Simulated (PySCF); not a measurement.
## [Eu(N2)]3+ at several levels of theory

Computed with PySCF 2.14.0 (density fitting, no spin-orbit coupling) at the geometry relaxed with PBE:

```xyz
3
[Eu(N2)]3+ (singlet in the valence; each metal's 4f electrons, 6 of them, lie in its core potential, out of spins and levels)
Eu    0.0000    0.0000   -0.4441
N     0.0000    0.0000    1.9821
N     0.0000    0.0000    3.1051
```

| level | basis | state | HOMO (eV) | gap (eV) | charge on Eu1 (e) | population of f-type functions on Eu1 (polarisation alone where 4f lies in the core) | dipole about the centre of mass (D) | largest force component (eV/Å) |
| --- | --- | --- | --- | --- | --- | --- | --- | --- |
| PBE | Eu lcecp-1-SVP with ECP52, N def2-SVP | singlet | -26.10 | 3.82 | 2.65 | 0.01 | 1.19 | 0.01 |
| r2SCAN | the same | singlet | -26.53 | 4.90 | 2.71 | 0.01 | 1.54 | 1.54 |
| HF | the same | singlet | -32.09 | 14.94 | 2.81 | 0.01 | 2.13 | 7.42 |
| wB97X | the same | singlet | -30.47 | 11.77 | 2.73 | 0.01 | 1.85 | 2.76 |
| PBE | Eu lcecp-1-TZVP with ECP52, N def2-TZVP | singlet | -26.16 | 3.88 | 2.72 | 0.01 | 1.10 | 1.11 |

In the lcecp rows the 4f levels are missing from HOMO and gap, and the state counts the valence alone.

Charges are Mulliken's, which hang on the basis. The relaxation used the grid (50, 194), these runs (75, 302) or, all-electron (x2c bases, spin-free X2C Hamiltonian), (99, 590).

Problem. What does PBE0 with Eu lcecp-1-SVP with ECP52, N def2-SVP give here?

Solution. state singlet, HOMO (eV) -27.97, gap (eV) 6.73, charge on Eu1 (e) 2.71, population of f-type functions on Eu1 (polarisation alone where 4f lies in the core) 0.01, dipole about the centre of mass (D) 1.58, largest force component (eV/Å) 2.34. Time: 1.2 s on 2 threads of Arm Neoverse V1, on a shared host, from an already converged density.

In the first row's basis the gap widens with exact exchange: 3.8 to 4.9 eV for PBE, r2SCAN (none); 6.7 eV for PBE0 (a fixed share); 11.8 to 14.9 eV for wB97X, Hartree–Fock (rising or full at long range).

An lcecp potential fixes the number of 4f electrons, so in runs with it no electron can move into or out of that shell.
